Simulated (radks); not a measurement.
Values are calculated unless marked as measured or tabulated.
Q: Valence configurations of Yb I (all share [Xe]). Code: a radial shooting solver on a logarithmic mesh with Libxc functionals. Model: non-relativistic Kohn-Sham, PBE, spin-polarised, spherical densities, point nucleus; open shells are filled with parallel spins first (spin-orbit coupling, left out, can overturn this in heavy ions); relativity is left out, which matters for an element this heavy. Order these by energy: 4f13 5d1 6s0.5 6p1.5; 4f14 6s2; 4f13 5d1 6s1 6p1; 4f14 6s1 6p1; 4f12 6s2 6p2; 4f13 5d1 6s2; 4f14 6s1.5 6p0.5; 4f13.5 5d0.5 6s2; 4f13 6s2 6p1; 4f13 6s1.5 6p1.5.

A: From the lowest, in eV above it: 4f14 6s2 0.000; 4f14 6s1.5 6p0.5 1.028; 4f14 6s1 6p1 1.870; 4f13.5 5d0.5 6s2 3.729; 4f13 5d1 6s2 8.804; 4f13 5d1 6s1 6p1 10.654; 4f13 6s2 6p1 10.820; 4f13 6s1.5 6p1.5 11.959; 4f13 5d1 6s0.5 6p1.5 12.080; 4f12 6s2 6p2 31.677. NIST lists [Xe] 4f14 6s2 as the ground configuration; this level of theory agrees among the configurations tried. The energies are those of spherical high-spin densities, not of single terms. Relativity is left out, which favours d and f over s occupation in heavy atoms.
